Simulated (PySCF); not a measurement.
Gas-phase equilibrium of 1 mol H₂S, 29 mol SO₂ at 2000 K and 10.0 bar, among 21 species (S₂O, SO₂, O₂, O, S₂, S₆, HO₂, H₂S₂, H₂O, H, H₂O₂, H₂S, O₃, SO, SH, H₂, S₈, S, SO₃, H₂SO₄, OH). Only gases are allowed; each row takes one source of thermochemistry for all species, and Cantera finds the minimum.

Method: PySCF energies plus ideal-gas RRHO corrections (1 bar). † marks an energy on the PBE0/def2-TZVP geometry and frequencies; other levels use their own. CCSD(T) freezes the core. 6-31G* has spherical d functions here. Open shells (unrestricted) among the columns below: O₂ (multiplicity 3), S₂ (multiplicity 3), SO (multiplicity 3); the rest are closed-shell singlets. B3LYP is the form with VWN-RPA correlation. CCSD(T) isn't extrapolated to the basis-set limit. The harmonic model lacks anharmonicity and excited electronic states, which grow with temperature; levels with a mode under 35 cm⁻¹ are left out. Warning, large T1 diagnostic: S₂O, SO₂ (CCSD(T)/def2-SVP†).

Molecules larger than those listed are left out.

Mole fractions:

```
thermochemistry    x SO₂    x SO     x O₂  x H₂O    x S₂    x S₂O
-----------------  -----  ------  -------  -----  ------  -------
B3LYP/6-31G*        0.80    0.13    0.029  0.030  0.0043  0.00019
CCSD(T)/def2-SVP†   0.72    0.18    0.060  0.030  0.0081  0.00023
M06-2X/def2-TZVP†   0.91   0.037   8.3e-5  0.032   0.014   0.0010
PBE0/def2-TZVP      0.91   0.043  0.00020  0.032   0.013   0.0012
LDA/def2-TZVP†      0.94  0.0062   2.2e-6  0.030   0.014    0.011
```
The most sensitive of these is O₂: it spans a factor of 10^4.4 over these rows; at this temperature one factor of ten is RT ln 10 = 38 kJ/mol.
